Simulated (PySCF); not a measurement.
Bonds broken one at a time in the series Al CH3-I. Isolated molecules, 0 K electronic values unless said otherwise. Strings in code marks are SMILES.

A: whole molecule (`[CH3][Al]([CH3])[CH3]`)
B: radical fragment (`[CH3][Al][I]`)
C: whole molecule (`[CH3][Al]([I])[I]`)
D: whole molecule (`[CH3][Al]([CH3])[I]`)
E: radical fragment (`[I][Al][I]`)
F: radical fragment (`[Al]([CH3])[CH3]`)

Order them by dipole moment (lowest first) at the level PBE-D3(BJ)/def2-TZVP // B3LYP-D3(BJ)/def2-TZVP run with PySCF.

A (0.00 D), F (0.46 D), E (0.96 D), C (1.62 D), B (1.98 D), D (2.11 D)
